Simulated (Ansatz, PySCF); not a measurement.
Isomers of C2H7N: 1 is CCN, 2 is CNC; one conformer of each (the lowest of an xTB search), B3LYP-D3(BJ)/def2-TZVP minima.
Isomer 1 (charge 0, multiplicity 1):
```xyz
10

C      1.01603    -0.36568    -0.01271
C     -0.13415     0.63919     0.03804
N     -1.47953     0.06739    -0.00999
H      0.97971    -0.95276    -0.93406
H      1.98611     0.13699     0.02716
H      0.96320    -1.06072     0.82932
H     -0.06040     1.23608     0.95095
H     -0.04373     1.34328    -0.79334
H     -1.60596    -0.47168    -0.85975
H     -1.62129    -0.57208     0.76439
```
Isomer 2 (charge 0, multiplicity 1, Z-matrix in Å and degrees):
```
N
H 1 1.0122
C 1 1.4533 2 109.85
H 3 1.0907 1 109.82 2 -53.62
H 3 1.0928 4 107.72 1 119.03
H 3 1.1028 4 108.38 5 115.97
C 1 1.4533 2 109.85 3 124.93
H 7 1.0907 1 109.81 2 53.61
H 7 1.0928 8 107.72 1 -119.03
H 7 1.1028 8 108.38 9 -115.97
```

No zero-point or thermal terms.

Rows in 6-31G* carry no dispersion term and start afresh at each structure (6-31G* with six Cartesian d functions). MP2/6-31G* freezes PySCF's default core.

Codes used: Ansatz (Gaussian basis) for Hartree–Fock, density functionals and correlated methods; PySCF for 6-31G* rows, the dispersion terms. Values without a source in brackets are computed.

Q: One of these levels gives 6.46 kcal/mol for the electronic energy of isomer 2 less that of isomer 1. Name it.
A. r2SCAN-D3(BJ)/def2-TZVPP
B. MP2/6-31G*
C. HF/cc-pVTZ

A: B, MP2/6-31G*. The others give 7.21 (HF/cc-pVTZ), 7.94 (r2SCAN-D3(BJ)/def2-TZVPP)

Ansatz is a first-principles code.
